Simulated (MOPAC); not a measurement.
Job for MOPAC: PM7 on HIOSi (SMILES O[Si]I), a point of a torsion scan.

```
PM7 1SCF PRECISE CHARGE=0 THREADS=1
HIOSi

O     -1.02150089 1     0.09371578 1     0.21956841 1
Si     0.20309116 1     1.07486134 1    -0.13067775 1
I      2.18763296 1    -0.46265770 1     0.05046961 1
H     -1.37118899 1    -0.71085710 1    -0.15350327 1
```

Program output:

```
*******************************************************************************
 **                                                                           **
 **                              MOPAC v23.2.5                                **
 **                                                                           **
 *******************************************************************************
 ** MOPAC's Digital Object Identifier: https://doi.org/10.5281/zenodo.6511958 **
 **                                                                           **
 ** Please cite the open-source release paper for use of this MOPAC version:  **
 ** J. E. Moussa and J. J. P. Stewart (2026)                                  **
 ** MOPAC: An open-source semiempirical molecular orbital program             **
 ** J. Open Source Softw., 11(119), 8025, https://doi.org/10.21105/joss.08025 **
 *******************************************************************************

                              PM7 CALCULATION RESULTS

 *******************************************************************************
 *  PM7        - The PM7 Hamiltonian to be used
 *
 *
 *
 *                 CHARGE ON SYSTEM = 0
 *
 *
 *
 *  PRECISE    - TIGHTER CRITERIA TO BE USED
 *  1SCF       - DO 1 SCF AND THEN STOP
 *  THREADS=1  - MULTI-THREADING NOT USED
 *  T=         - A TIME OF 172800.0 SECONDS REQUESTED
 *  DUMP=N     - RESTART FILE WRITTEN EVERY 7200.0 SECONDS REQUESTED
 *******************************************************************************
PM7 1SCF PRECISE CHARGE=0 THREADS=1
 HIOSi

   ATOM   CHEMICAL          X               Y               Z
  NUMBER   SYMBOL      (ANGSTROMS)     (ANGSTROMS)     (ANGSTROMS)

     1       O         -1.02150089  *   0.09371578  *   0.21956841  *
     2      Si          0.20309116  *   1.07486134  *  -0.13067775  *
     3       I          2.18763296  *  -0.46265770  *   0.05046961  *
     4       H         -1.37118899  *  -0.71085710  *  -0.15350327  *



          CARTESIAN COORDINATES

    NO.       ATOM           X           Y           Z

     1         O         -1.0215      0.0937      0.2196
     2        Si          0.2031      1.0749     -0.1307
     3         I          2.1876     -0.4627      0.0505
     4         H         -1.3712     -0.7109     -0.1535

 General Reference for PM7:
 "Optimization of Parameters for Semiempirical Methods VI: More Modifications to the
 NDDO Approximations and Re-optimization of Parameters", J. J. P. Stewart, J. Mol. Mod., 1:32, 19 (2013)
 https://link.springer.com/article/10.1007/s00894-012-1667-x

           Empirical Formula: H O Si I  =     4 atoms



      MOLECULAR POINT GROUP   :   C1


      RHF CALCULATION, NO. OF DOUBLY OCCUPIED LEVELS = 9


 -------------------------------------------------------------------------------
 PM7 1SCF PRECISE CHARGE=0 THREADS=1
 HIOSi



     1SCF WAS SPECIFIED, SO BFGS WAS NOT USED
     SCF FIELD WAS ACHIEVED


                              PM7 CALCULATION
                                                       MOPAC v23.2.5 Linux




          FINAL HEAT OF FORMATION =        -10.42818 KCAL/MOL =     -43.63152 KJ/MOL


          COSMO AREA              =        116.54 SQUARE ANGSTROMS
          COSMO VOLUME            =        107.74 CUBIC ANGSTROMS

          IONIZATION POTENTIAL    =          9.590655 EV
          HOMO LUMO ENERGIES (EV) =         -9.591 -1.265
          NO. OF FILLED LEVELS    =          9
          MOLECULAR WEIGHT        =        171.9973         POINT GROUP:  C1

          MOLECULAR DIMENSIONS (Angstroms)

            Atom       Atom       Distance
            H     4    I     3     3.57329
           Si     2    H     4     1.67350
            O     1   Si     2     0.38341


          SCF CALCULATIONS        =          1





   ATOM   CHEMICAL          X               Y               Z
  NUMBER   SYMBOL      (ANGSTROMS)     (ANGSTROMS)     (ANGSTROMS)

     1       O         -1.02150089  *   0.09371578  *   0.21956841  *
     2      Si          0.20309116  *   1.07486134  *  -0.13067775  *
     3       I          2.18763296  *  -0.46265770  *   0.05046961  *
     4       H         -1.37118899  *  -0.71085710  *  -0.15350327  *

                             CARTESIAN COORDINATES

   1    O       -1.021500890     0.093715780     0.219568410
   2   Si        0.203091160     1.074861340    -0.130677750
   3    I        2.187632960    -0.462657700     0.050469610
   4    H       -1.371188990    -0.710857100    -0.153503270


           Empirical Formula: H O Si I  =     4 atoms



      MOLECULAR POINT GROUP   :   C1


                  EIGENVALUES
 -30.53950 -24.73663 -19.34016 -14.85927 -14.51666 -12.60428  -9.96438  -9.83743
  -9.59065  -1.26502  -0.03201   1.08785   5.14611  24.53091  25.06759  25.57487
  25.93655  27.25152 124.33227 124.36613 124.43653 124.61407 124.61977


              NET ATOMIC CHARGES AND DIPOLE CONTRIBUTIONS

  ATOM NO.   TYPE          CHARGE      No. of ELECS.   s-Pop       p-Pop       d-Pop
    1          O          -0.764021        6.7640     1.68702     5.07700
    2         Si           0.575755        3.4242     1.44333     1.81723     0.16368
    3          I          -0.224591        7.2246     1.87672     5.34457     0.00330
    4          H           0.412858        0.5871     0.58714
 DIPOLE           X         Y         Z       TOTAL
 POINT-CHG.    -0.769     1.718    -1.526     2.423
 HYBRID        -0.865    -2.850     0.608     3.040
 SUM           -1.633    -1.132    -0.918     2.189


          ATOMIC ORBITAL ELECTRON POPULATIONS

     Atom    s        px        py        pz      x^2-y^2     xz        z^2       yz        xy
    1  O   1.68702   1.74956   1.55732   1.77013
    2 Si   1.44333   0.44856   1.18722   0.18144   0.03601   0.02364   0.02188   0.01464   0.06751
    3  I   1.87672   1.64846   1.75878   1.93734   0.00073   0.00029   0.00059   0.00014   0.00155
    4  H   0.58714

 **********************
 *                    *
 * JOB ENDED NORMALLY *
 *                    *
 **********************




 == MOPAC DONE ==
```

The run finished.

Cost: very roughly 0.03 core-seconds.
